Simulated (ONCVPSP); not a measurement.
**What one change does to a pseudopotential (Be (Z = 4), ONCV)**

```json
{
 "Element": "beryllium",
 "Generator": "ONCVPSP 4.0.1",
 "Type": "optimised norm-conserving Vanderbilt (ONCV)",
 "Functional": "PBE",
 "Relativity": "scalar-relativistic",
 "Frozen core": "none",
 "Valence charge": "4",
 "Reference configuration": "1s2 2s1 2p1",
 "Partial waves": "1s+2s: rc 0.85 bohr, ncon 5, nbas 10, qcut 11 1/bohr, 2 projectors; 2p: rc 4.00 bohr, ncon 3, nbas 8, qcut 4 1/bohr, 2 projectors, debl 2.1 Ha; d scattering state at 0.18 Ha: rc 3.60 bohr, ncon 4, nbas 9, qcut 2.7 1/bohr, 2 projectors, debl 3.6 Ha",
 "Local potential": "polynomial inside 0.85 bohr (lpopt 3, dvloc0 -1 Ha)",
 "Core correction": "none"
}
```

Change: all radii scaled by about 0.89 (s 0.76, p 3.58, d 3.22 bohr); local potential polynomial inside 0.76 bohr (lpopt 3, dvloc0 -1 Ha).

Cutoffs: the cutoffs (Ha) at which the residual kinetic energy of the hardest occupied pseudo-wave falls to 1 and 0.1 mHa per electron; they do not see the model core or the augmentation charge, which bear on the density cutoff. Errors are all-electron minus pseudo energies relative to the spin-unpolarised reference configuration.

**Question.** What does the change do?

**Answer.** The potential gets harder (91 Ha and 377 Ha → 301 Ha and 507 Ha); of the 4 tests that both files solve, the error grows in 0 and shrinks in 4 by more than 15 % and 0.3 meV (median size 40.7 → 32.6 meV); neither file shows a bound ghost. A smaller radius makes the pseudo-wave follow the all-electron one further in, where it bends more sharply, so more plane waves are needed. Less of the atom is replaced, so other configurations are described better.

| quantity | base | changed |
| --- | --- | --- |
| cutoff, loose | 91 Ha | 301 Ha |
| cutoff, tight | 377 Ha | 507 Ha |
| loose cutoff by channel | s 91 Ha, p 3.6 Ha | s 301 Ha, p 3.9 Ha |
| bound ghosts | none | none |
| GHOST(+) flags under 300 eV | none | none |
| error for 1s2 2s2 2p0, meV [ΔE -3.61 eV] | -23 | -19 |
| error for 1s2 2s1 2p0, meV [ΔE 5.94 eV] | +56 | +44 |
| error for 1s2 2s0 2p0, meV [ΔE 23.89 eV] | +185 | +151 |
| error for 1s2 2s0 2p2, meV [ΔE 3.64 eV] | -25 | -21 |
